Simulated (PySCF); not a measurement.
TDDFT excited states: C4H2ClN3O2

Species: C₄H₂ClN₃O₂.
SMILES: `O=C(O)c1ncnc(Cl)n1`

Theory: TDDFT wB97X-D/def2-SVPD, vertical, gas phase, core orbitals frozen in the response in PySCF 2.14.0, density-fitted response routines. Geometry: PBE0-D3(BJ)/def2-SVP, one conformer, isolated molecule. Torsions of this conformer, `[O:1]=[C:2]([OH:3])[c:4]1[n:5][cH:6][n:7][c:8]([Cl:9])[n:10]1`: O1–C2–C4–N5 -5°, H–O3–C2–O1 0°.

```
state  λ (nm)  E (eV)       f  |μ| (D)   main configurations (H = HOMO, L = LUMO)
   S1   300.8    4.12  0.0003     0.14                      H→L (88%), H-1→L (9%)
   S2   280.6    4.42  0.0030     0.42                      H-1→L (86%), H→L (8%)
   S3   256.0    4.84  0.0024     0.36                   H-3→L (67%), H→L+1 (10%)
   S4   253.3    4.90  0.0014     0.28     H→L+1 (70%), H-3→L+1 (14%), H-3→L (9%)
   S5   248.7    4.99  0.0023     0.35                              H-1→L+1 (96%)
   S6   220.6    5.62   0.020     0.96                  H-2→L (69%), H-6→L+1 (9%)
   S7   193.8    6.40   0.075     1.76    H-2→L+1 (63%), H-2→L (12%), H-6→L (10%)
   S8   192.3    6.45  0.0005     0.15  H-4→L (46%), H-4→L+1 (26%), H-3→L+1 (18%)
   S9   185.2    6.69   0.094     1.92    H-5→L (37%), H-3→L+1 (31%), H-4→L (18%)
  S10   184.8    6.71   0.106     2.04    H-5→L (48%), H-3→L+1 (17%), H-4→L (15%)
```

Triplets (Tamm–Dancoff): T1 3.77 eV, H→L (91%); T2 4.01 eV, H-1→L (90%); T3 4.40 eV, H-3→L (39%), H→L+1 (29%); T4 4.49 eV, H→L+1 (28%), H-3→L (24%), H-1→L+1 (20%).

The lowest singlet comes at 301 nm (398 kJ/mol) in the ultraviolet; it is dark (f under 0.0005); its leading configuration is HOMO→LUMO (88%). The most intense listed level is S10 at 6.71 eV (185 nm, f = 0.106), 2.59 eV above S1. It is the last of those listed, so stronger ones may follow. Löwdin shares by element: HOMO nitrogen 51%, oxygen 23% or more (atoms not listed hold the other 26%); LUMO carbon 33% or more, nitrogen 27% or more (atoms not listed hold the other 40%). The oscillator strengths of these states sum to 0.305; summed over the whole spectrum of an exact calculation they would give the number of electrons, 80 (Thomas–Reiche–Kuhn). Of the 10 states listed, 4 reach f = 0.01 and 1 stays under 0.0005. The listed states span 2.59 eV, and the widest gap between neighbours is 0.78 eV (S6 to S7). All these states lie below the vertical ionisation energy of 10.69 eV (ΔSCF). Singlets were solved by full linear response, triplets in the Tamm–Dancoff approximation.

The run took 7.0 min wall on one thread, Arm Neoverse V2, no GPU, shared host.
